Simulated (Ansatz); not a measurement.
Consider the cleavage of the Si–Al bond: `[NH2][AlH][SiH3]` + `C=C=C(O)Cl` → `C=C=C(Cl)O[SiH3]` + `[NH2][AlH2]`.

Gas-phase electronic energies from Ansatz, PBE0-D4/def2-TZVP geometries. CCSD(T)/CBS is the MP2 limit (def2-TZVPP, def2-QZVPP) plus CCSD(T) − MP2 in def2-TZVPP, frozen cores. This one scheme is used for every species. DFT in def2-TZVPP. Each species was taken in one conformer, which may not be the lowest.

(1) Is it downhill or uphill in electronic energy at CCSD(T)/CBS, and by how much? (Estimate.)

(2) What do these levels give: B97M-V, PBE-QIDH, CCSD(T)/def2-SVP, HF/def2-TZVPP, CCSD/def2-TZVPP, HF/CBS(def2)? (Estimate.)

Largest T1 diagnostic among the species: 0.013.

Results:

(1) Ansatz gave: Downhill: ΔE = -76.9 kJ/mol.

(2) Computed: B97M-V -81.2, PBE-QIDH -71.0, CCSD(T)/def2-SVP -71.3, HF/def2-TZVPP -94.0, CCSD/def2-TZVPP -77.4, HF/CBS(def2) -96.3 kJ/mol.

From PBE to PBE0 (25 % exact exchange), in def2-TZVPP and without D4, ΔE moves by −6.9 kJ/mol. Leaving LDA and LC-ωPBE aside and taking each functional with its dispersion term where it has one, the values, not all of them listed here, spread over 35.2 kJ/mol, from BHLYP-D4 to PBE-D4. LDA lies −6.2 kJ/mol from PBE without D4. In def2-TZVPP, CCSD(T) changes the Hartree–Fock value by +18.4 kJ/mol (the triples alone add +1.8 kJ/mol) and MP2 by +6.8 kJ/mol.
